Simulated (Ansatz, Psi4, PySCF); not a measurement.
Species: HBO, net charge 0, singlet state. SMILES: [B]O
Geometry: optimised at B3LYP-D3(BJ)/def2-TZVP (Ansatz, a program for electronic structure).

Wanted: vertical triplet-singlet gap, E(triplet) - E(singlet), in eV. Set-up: spin-orbit terms left out; six Cartesian d functions in 6-31G* and its kin unless marked 5d; 6-311+G** with 5d; UHF or UKS for open shells; no dispersion term unless named; non-relativistic; frozen cores in correlated levels; each state is the SCF solution reached for its charge and spin. CBS(X,Y): correlation extrapolated as X^-3; Hartree-Fock from the larger set. First-principles rows: single points at B3LYP-D3(BJ) geometries (Ansatz). Levels can end on unlike triplets.

Coupled cluster (Ansatz) is a level with limits of its own, used here on species with T1 under 0.025 (0.045 for open shells) and stable references: CCSD(T)/CBS(aug-cc-pVTZ,aug-cc-pVQZ).

Value to compare with, CCSD(T)/CBS(aug-cc-pVTZ,aug-cc-pVQZ) (Ansatz): 3.14 eV.

```csv
level,program,"vertical triplet-singlet gap, E(triplet) - E(singlet) (eV)",difference
HF/6-31G*,Ansatz,2.11,-1.03
HF/6-311+G**,Ansatz,2.14,-1.00
PBE/6-31G*,Ansatz,2.77,-0.37
PBE/6-311+G**,Ansatz,2.77,-0.37
B3LYP/STO-3G,Ansatz,2.76,-0.38
B3LYP/3-21G,Ansatz,3.04,-0.10
B3LYP/6-31G*,Ansatz,2.95,-0.19
B3LYP/6-311+G**,Ansatz,2.96,-0.18
M06-2X/6-31G* (5d),PySCF,3.04,-0.10
wB97X-D/6-31G*,Psi4,2.92,-0.22
MP2/6-31G*,Ansatz,2.79,-0.35
MP2/6-311+G**,Ansatz,2.84,-0.30
PBE/def2-TZVPD,Ansatz,2.78,-0.36
wB97X-V/def2-TZVPD,Ansatz,3.12,-0.02
```

0 of the 12 habitual levels lie above CCSD(T)/CBS(aug-cc-pVTZ,aug-cc-pVQZ) (Ansatz); their mean absolute difference is 0.38 eV, the median 0.32.

The levels are drawn from those run, B3LYP/6-31G* more often than the rest, none by its result; runs whose electronic state is in doubt are left out.
